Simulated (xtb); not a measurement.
B(Cl)(H)(NCO) (CHBClNO), SMILES N(=C=O)BCl. All values are semi-empirical tight-binding results from xtb (GFN2-xTB unless named), good for trends rather than for accurate numbers. Geometry: GFN2-xTB. The values are those of a single conformer.

- point group as xtb finds it: Cs
- orbital gap: 3.97 eV
- dipole moment: 1.14 D
- zero-point energy: 16.8 kcal/mol
- G − E(el) at 298.15 K (modified RRHO): -1.7 kcal/mol
- static polarisability (D4 model): 47.1 bohr³
- solvation energy, GFN2-xTB/ALPB(water): -0.9 kcal/mol
- solvation energy, GFN2-xTB/ALPB(toluene): -4.7 kcal/mol
